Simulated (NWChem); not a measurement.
## Basis-set convergence for HB

```xyz
2

B      0.0000     0.0000     0.2111
H      0.0000     0.0000    -1.0555
```
Charge 0, spin multiplicity 1.

All runs are NWChem calculations. The geometry was optimised at PBE/def2-SVP, a minimum by its harmonic frequencies.

Quantity: LUMO energy at the level PBE.

The Pople sets run with spherical d functions. The structure started from a generated list of species.

| basis | functions | LUMO energy (eV) |
|---|---|---|
| 3-21G | 11 | ___ |
| cc-pVDZ | 19 | ___ |
| pcseg-1 | 19 | -3.40 |
| 6-31+G* | 20 | ___ |
| 6-311G** | 24 | -3.39 |
| aug-cc-pVDZ | 32 | -3.52 |
| pcseg-2 | 44 | -3.50 |
| def2-TZVPP | 45 | -3.49 |
| aug-cc-pVTZ | 69 | -3.51 |
| def2-QZVP | 87 | -3.49 |

**Question.** Some entries are withheld; supply them.

**Answer.** 
- 3-21G, LUMO energy (eV): -3.26
- cc-pVDZ, LUMO energy (eV): -3.36
- 6-31+G*, LUMO energy (eV): -3.42
